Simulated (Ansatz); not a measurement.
`C=C(Cl)[SiH2][AlH2]`. Total charge 0; spin multiplicity 1. Geometry: relaxed with PBE0-D4/def2-TZVP. It is one conformer, not always the lowest.

```xyz
11

C    -0.918    1.761   -0.879
C    -0.434    0.574   -0.559
Cl    0.902   -0.081   -1.561
Si   -0.685   -0.647    0.876
Al    1.637   -1.383    0.552
H    -0.557    2.352   -1.713
H    -1.718    2.173   -0.274
H    -1.227    0.122    2.031
H    -1.747   -1.598    0.435
H     1.957   -2.830   -0.015
H     2.791   -0.444    1.107
```

(1) What is the dipole moment at ωB97M-V/def2-TZVPP? (Estimate.)

(2) And with PBE, r2SCAN, B3LYP? (An estimate is asked.)

(3) Give the Mulliken charges with ωB97M-V, B3LYP, PBE in def2-TZVPP. (Best estimate.)

Answers

(1) Ansatz gave: 2.11 D, with components (-1.32, 1.58, -0.46) D in this frame, pointing from negative to positive charge.

(2) Ansatz gave: PBE 2.10 D, r2SCAN 2.20 D, B3LYP 2.11 D.

(3) Computed: 
```tsv
atom	ωB97M-V	B3LYP	PBE
C1	-0.20	-0.22	-0.21
C2	-0.04	0.01	0.04
Cl3	-0.03	-0.07	-0.03
Si4	0.00	0.10	0.03
Al5	0.31	0.37	0.31
H6	0.13	0.13	0.11
H7	0.12	0.12	0.11
H8	-0.02	-0.07	-0.06
H9	-0.02	-0.06	-0.05
H10	-0.13	-0.15	-0.13
H11	-0.13	-0.16	-0.13
```

B3LYP here is the variant with VWN-RPA as its local correlation; programs differ in this.
